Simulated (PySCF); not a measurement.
Compound: C5H8ClF.
Z-matrix (Å and degrees, PBE0-D3(BJ)/def2-SVP geometry), rows numbered from 1:
```
C 
C   1  1.5172
C   2  1.5497  1  114.91
C   3  1.5389  2   90.20  1  -101.13
Cl  4  1.7802  3  113.91  2   100.12
C   2  1.5398  1  114.18  3   -99.16
F   6  1.3565  2  117.18  1   -19.87
H   1  1.0998  2  110.85  3   168.38
H   1  1.0991  2  111.31  3    48.37
H   1  1.1006  2  110.31  3   -71.81
H   2  1.1013  1  110.07  3   131.54
H   3  1.0998  2  113.90  1   144.60
H   3  1.0988  2  116.11  1    17.05
H   4  1.0977  3  117.90  2  -133.85
H   6  1.1035  2  112.24  1  -146.36
```

Probes without a nucleus sit at each ring's centroid and 1 Å off its mean plane on both sides; NICS is minus the shielding there, NICSzz its component along the normal. Level: GIAO B3LYP/pcSseg-1 (PySCF, non-relativistic, gas phase) on the PBE0-D3(BJ)/def2-SVP geometry, one conformer.

Ring bond lengths (Å): C2–C3 1.550, C3–C4 1.539, C4–C6 1.542, C6–C2 1.540.

Problem. Give the NICS values of each ring in ppm.

Solution. 
```
       ring                                            type  NICS(0)  NICS(1), two faces  NICS(1)zz, two faces  rms pucker (Å)  centre to ring atoms, mean (Å)
C2–C3–C4–C6  4-membered carbocycle; formal bonds all single     -2.5         -3.2 / -0.5            -2.7 / 5.2            0.10                            1.09
```

Problem. What do they say, and how far can they be read as aromaticity?

Solution. 
- C2–C3–C4–C6: mean NICS(1)zz 1.2 ppm, near zero. C2, C3, C4, C6 have four or more neighbours, so the value isn't read as a sign of a π ring current. The two faces differ by 7.9 ppm, so no symmetry operation interchanges them.

Problem. List the ring angles.

Solution. 
- C2–C3–C4–C6: C2 87.7°, C3 90.2°, C4 88.0°, C6 90.5°; sum 356.3° against 360° for a flat convex ring.

Problem. How shielded are the nuclei of the rings and their hydrogens (means over atoms taken as equivalent)?

Solution. 
| atoms | environment | σ isotropic (ppm) |
| --- | --- | --- |
| C2 | four-membered-ring carbon | 139.9 |
| C3 | four-membered-ring carbon | 145.2 |
| C4 | sp3 C–Cl carbon | 114.7 |
| C6 | sp3 C–F carbon | 91.9 |
| H11 | methine hydrogen | 29.05 |
| H12 | methylene hydrogen | 29.22 |
| H13 | methylene hydrogen | 29.86 |
| H14 | methine hydrogen | 27.20 |
| H15 | methine hydrogen | 26.62 |

Problem. How do the values depend on the level or the medium?

Solution. 
```csv
level,"NICS(0), C2–C3–C4–C6","mean NICS(1)zz, C2–C3–C4–C6"
"B3LYP/pcSseg-1, gas",-2.5,1.2
"PBE0/pcSseg-1, gas",-2.7,1.2
```

The geometry is the same throughout.

The run took 30 s on one thread, Arm Neoverse N1, no GPU (shared host). This is the whole shielding run at B3LYP/pcSseg-1, SCF included.
